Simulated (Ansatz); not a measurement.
Ansatz (a quantum-chemistry and plane-wave program) input for I₆Y₂, SMILES [I][Y]12([I][Y]1([I]2)([I])[I])[I] (connectivity only; charge and spin as stated), neutral, multiplicity 1, PBE-D3(BJ)/def2-SVP. 

Ansatz 0.2 input:
```yaml
crystal:
  periodic: [false, false, false]
  atoms:
    - {symbol: Y, position_ang: [0.00000000, 0.00000000, 2.09795813]}
    - {symbol: Y, position_ang: [-0.00000000, -0.00000000, -2.09795813]}
    - {symbol: I, position_ang: [-2.15716410, 0.00000001, 0.00000001]}
    - {symbol: I, position_ang: [2.15716410, -0.00000001, -0.00000001]}
    - {symbol: I, position_ang: [0.00000000, 2.38695985, 3.56387085]}
    - {symbol: I, position_ang: [-0.00000000, -2.38695986, 3.56387084]}
    - {symbol: I, position_ang: [0.00000000, 2.38695986, -3.56387084]}
    - {symbol: I, position_ang: [-0.00000000, -2.38695985, -3.56387085]}
basis:
  gaussian:
    orbitals: def2-SVP
hamiltonian:
  xc: pbe
  dispersion: d3bj
relax: {f_tol: 0.002, max_steps: 200}
```

It prints:

```
WARN ansatz: RAYON_NUM_THREADS=2 ignored (pool sized by the plan → 2); use --threads N
Functional definition: PBE
integrals: 0.31 GiB planned
2474 factors; their error is unknown
mean field: 1.32 GiB planned
mean field evaluation 1: about -50702.0474 eV, gradient 1.7e1 eV
mean field evaluation 2: about -50701.9359 eV, gradient 2.0e1 eV
mean field evaluation 4: about -50703.1165 eV, gradient 3.4e0 eV
mean field evaluation 8: about -50703.1427 eV, gradient 2.0e-2 eV
mean field evaluation 16: about -50703.1427 eV, gradient 2.7e-5 eV
mean field -50703.14269966 eV, -1863.3061263881 hartree, gradient 2.7e-5 eV, S^2 0.000000; 0 other end points of the search recorded, 0 dependent functions left out
the calculation of the forces begins
reference -50703.14276920 eV, -1863.3061289437 hartree; 86, 86 occupied and 132, 132 virtual orbitals, 2474 factors
relax step   1: F+E_penalty+E_count = -50703.69364389 eV  Δ(F+E_penalty+E_count) = +0.000e0 eV  max|allowed force component| = 4.767e-2 eV/Å  Δτ_max = 0.0000 Å  (28 SCF iters, accepted)
these checks for a lower state are left out or cut short: starts, cluster_reference, orbital_swaps, neighbouring_geometries, increment
integrals: 0.32 GiB planned
2474 factors; their error is unknown
mean field: 1.33 GiB planned
mean field -50703.13986211 eV, -1863.3060221100 hartree, gradient 1.9e-5 eV, S^2 0.000000; 0 other end points of the search recorded, 0 dependent functions left out
the calculation of the forces begins
reference -50703.13993152 eV, -1863.3060246606 hartree; 86, 86 occupied and 132, 132 virtual orbitals, 2474 factors
relax step   2: F+E_penalty+E_count = -50703.69519526 eV  Δ(F+E_penalty+E_count) = -1.551e-3 eV  max|allowed force component| = 2.294e-2 eV/Å  Δτ_max = 0.0304 Å  (29 SCF iters, accepted)
these checks for a lower state are left out or cut short: starts, cluster_reference, orbital_swaps, neighbouring_geometries, increment
integrals: 0.31 GiB planned
2474 factors; their error is unknown
mean field: 1.33 GiB planned
mean field evaluation 32: about -50703.1419 eV, gradient 1.0e-5 eV
mean field -50703.14191183 eV, -1863.3060974360 hartree, gradient 1.0e-5 eV, S^2 0.000000; 0 other end points of the search recorded, 0 dependent functions left out
the calculation of the forces begins
reference -50703.14198131 eV, -1863.3060999891 hartree; 86, 86 occupied and 132, 132 virtual orbitals, 2474 factors
relax step   3: F+E_penalty+E_count = -50703.69581605 eV  Δ(F+E_penalty+E_count) = -6.208e-4 eV  max|allowed force component| = 5.185e-3 eV/Å  Δτ_max = 0.0136 Å  (30 SCF iters, accepted)
these checks for a lower state are left out or cut short: starts, cluster_reference, orbital_swaps, neighbouring_geometries, increment
integrals: 0.31 GiB planned
2474 factors; their error is unknown
mean field: 1.32 GiB planned
mean field -50703.14228153 eV, -1863.3061110219 hartree, gradient 5.1e-6 eV, S^2 0.000000; 0 other end points of the search recorded, 0 dependent functions left out
the calculation of the forces begins
reference -50703.14235102 eV, -1863.3061135756 hartree; 86, 86 occupied and 132, 132 virtual orbitals, 2474 factors
relax step   4: F+E_penalty+E_count = -50703.69587889 eV  Δ(F+E_penalty+E_count) = -6.285e-5 eV  max|allowed force component| = 3.924e-3 eV/Å  Δτ_max = 0.0045 Å  (25 SCF iters, accepted)
these checks for a lower state are left out or cut short: starts, cluster_reference, orbital_swaps, neighbouring_geometries, increment
integrals: 0.31 GiB planned
2474 factors; their error is unknown
mean field: 1.32 GiB planned
mean field -50703.14266559 eV, -1863.3061251359 hartree, gradient 2.4e-5 eV, S^2 0.000000; 0 other end points of the search recorded, 0 dependent functions left out
the calculation of the forces begins
reference -50703.14273510 eV, -1863.3061276905 hartree; 86, 86 occupied and 132, 132 virtual orbitals, 2474 factors
relax step   5: F+E_penalty+E_count = -50703.69592982 eV  Δ(F+E_penalty+E_count) = -5.093e-5 eV  max|allowed force component| = 5.870e-4 eV/Å  Δτ_max = 0.0083 Å  (29 SCF iters, accepted)
integrals: 0.31 GiB planned
2474 factors; their error is unknown
mean field: 1.32 GiB planned
mean field evaluation 64: about -50703.1427 eV, gradient 4.2e-5 eV
mean field -50703.14266559 eV, -1863.3061251359 hartree, gradient 2.4e-5 eV, S^2 0.000000; 1 other end points of the search recorded, 0 dependent functions left out
the calculation of the forces begins
reference -50703.14273510 eV, -1863.3061276905 hartree; 86, 86 occupied and 132, 132 virtual orbitals, 2474 factors
Total energy: -50703.69599934 eV, -1863.3264597761 hartree
Atom 0 at     0.000000     0.000000     2.081676 Å, force     0.000000    -0.000000    -0.000301 eV/Å
Atom 1 at    -0.000000     0.000000    -2.081676 Å, force     0.000000     0.000000     0.000301 eV/Å
Atom 2 at    -2.162703     0.000000     0.000000 Å, force    -0.000587     0.000000     0.000000 eV/Å
Atom 3 at     2.162703    -0.000000    -0.000000 Å, force     0.000587    -0.000000     0.000000 eV/Å
Atom 4 at    -0.000000     2.366109     3.570131 Å, force    -0.000000    -0.000140    -0.000049 eV/Å
Atom 5 at     0.000000    -2.366109     3.570131 Å, force     0.000000     0.000140    -0.000049 eV/Å
Atom 6 at    -0.000000     2.366109    -3.570131 Å, force    -0.000000    -0.000140     0.000049 eV/Å
Atom 7 at     0.000000    -2.366109    -3.570131 Å, force     0.000000     0.000140     0.000049 eV/Å
Dipole moment:    -0.000000     0.000000     0.000000 e Å
```

The run converged.
